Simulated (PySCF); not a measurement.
Compound: C₇H₆F (charge +1).
Z-matrix (Å and degrees, GFN2-xTB geometry), rows numbered from 1:
```
F 
C   1  1.2877
C   2  1.3757  1  122.20
C   3  1.4324  2  119.39  1  -179.97
C   4  1.3703  3  119.70  2   179.94
C   5  1.4008  4  120.05  3     0.05
C   6  1.4000  5  121.28  4    -0.03
C   7  1.3705  6  119.99  5     0.04
H   2  1.0888  1  113.75  3  -179.99
H   4  1.0795  3  119.23  2    -0.02
H   5  1.0795  4  120.36  3  -179.96
H   6  1.0812  5  119.35  4   180.00
H   7  1.0797  6  119.71  5   179.98
H   8  1.0806  3  119.00  2    -0.03
```

The closed-shell ground state was solved at several levels (PySCF, density fitting, gas phase, non-relativistic).

| level | basis functions | HOMO (eV) | LUMO (eV) | gap (eV) |
| --- | --- | --- | --- | --- |
| PBE0/def2-SVPD | 211 | -12.98 | -8.83 | 4.15 |
| PBE0/pcSseg-1 | 166 | -13.00 | -8.84 | 4.16 |

Task: Estimate the row for B3LYP/pcJ-1, a basis of 276 functions; the other rows only guide the guess.

Result: HOMO -12.75 eV, LUMO -8.97 eV, gap 3.78 eV.

One conformer stands for the species.
